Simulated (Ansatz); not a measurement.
A calculation with Ansatz (development build ahead of 0.2.0).

```yaml
crystal:
  periodic: [false, false, false]
  atoms:
    - { symbol: Li, position_ang: [0.00023, 1.34, 2.8] }
    - { symbol: Li, position_ang: [-0.00023, -1.34, 2.8] }
    - { symbol: Li, position_ang: [1.34, 0.0, 0.0] }
    - { symbol: Li, position_ang: [-1.34, 0.0, 0.0] }
basis:
  gaussian: { orbitals: cc-pVDZ }
hamiltonian:
  xc: hf
```

The input is written out in the form of the current development build from the run's settings.

Results

```
Converged                       : yes
Total energy                    : -29.73023 hartree
Spin squared of the determinant : 0.000
```
